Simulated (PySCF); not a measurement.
Predicted microwave data (PBE0-D3(BJ)/def2-SVP geometry optimisation, gas phase (PySCF 2.14.0)) for one isomer of C7H4F4:

| Quantity | Value |
| --- | --- |
| Rotational constants | A = 2853, B = 614.9, C = 554.4 MHz |
| Dipole components | \|μa\| = 1.29 D, \|μb\| = 0.03 D, \|μc\| = 0.07 D |
| Inertial defect | -87.60 u·Å² |
| κ | -0.95 |

Question: Which structure is it? (One computed conformer of each.)
A. `Fc1cccc(C(F)(F)F)c1`
B. `Fc1c(C(F)(F)F)cccc1`
C. `Fc1ccc(C(F)(F)F)cc1`

Answer: C. It is Fc1ccc(C(F)(F)F)cc1, a near-prolate asymmetric top. The candidates at the same level (rigid rotor, commonest isotopes):

| SMILES | A (MHz) | B (MHz) | C (MHz) | μa (D) | μb (D) | μc (D) | Δ (u·Å²) | point group | rotor |
| --- | --- | --- | --- | --- | --- | --- | --- | --- | --- |
| Fc1ccc(C(F)(F)F)cc1 | 2853 | 614.9 | 554.4 | 1.29 | 0.03 | 0.07 | -87.60 | near Cs | near-prolate asymmetric top |
| Fc1cccc(C(F)(F)F)c1 | 2124 | 729.3 | 599.4 | 1.52 | 1.58 | 0.07 | -87.68 | C1 | asymmetric top |
| Fc1ccccc1C(F)(F)F | 1912 | 942.0 | 708.8 | 3.14 | 1.16 | 0.00 | -87.76 | – | asymmetric top |

`Fc1cccc(C(F)(F)F)c1` has A 26 % too low; `Fc1ccccc1C(F)(F)F` has B 53 % too high. No structure here is proved a minimum.

Conformer computed: `[F:1][c:2]1[cH:3][cH:4][c:5]([C:6]([F:7])([F:8])[F:9])[cH:10][cH:11]1`: C4–C5–C6–F7 -20°.
